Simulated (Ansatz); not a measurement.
Species: C5H11O, net charge 0, doublet state. It need not be the lowest isomer of its formula. 
Structure (B3LYP-D3(BJ)/def2-TZVP (Ansatz, a program for electronic structure) minimum search):
SMILES: OCCCC[CH2]
```xyz
17

C      3.2117     0.1792     0.0780
C      1.8976    -0.3995     0.4527
C      0.7050     0.2918    -0.2119
C     -0.6398    -0.2913     0.2128
C     -1.8190     0.3961    -0.4596
O     -3.0798    -0.1023    -0.0246
H      4.1274    -0.3772     0.2223
H      3.2923     1.2139    -0.2288
H      1.7627    -0.3499     1.5464
H      1.8806    -1.4708     0.2190
H      0.8125     0.2224    -1.2989
H      0.7321     1.3593     0.0314
H     -0.7598    -0.2113     1.2972
H     -0.6648    -1.3614    -0.0275
H     -1.7265     0.3179    -1.5510
H     -1.8263     1.4589    -0.2104
H     -3.1252    -1.0414    -0.2343
```
Charge 0, spin multiplicity 2.

Parts of the frozen-core correlation energy in STO-3G (Ansatz, hartree). Frozen orbitals: 6; correlated occupied orbitals by spin: 19 and 18; virtual: 16 and 17. Open shells are spin-unrestricted. Spin-orbit coupling is left out. No relativistic terms.

```tsv
term	value
reference (HF)	-267.22541
MP2 opposite-spin	…
MP2 same-spin	…
CCSD correlation	…
(T)	-0.00263
T1 diagnostic	0.005
largest doubles amplitude	0.035
<S^2> of the reference	0.766
```

Question: Fill in the missing entries.

Answer: 
- MP2 opposite-spin, value: -0.24271
- MP2 same-spin, value: -0.02967
- CCSD correlation, value: -0.36453
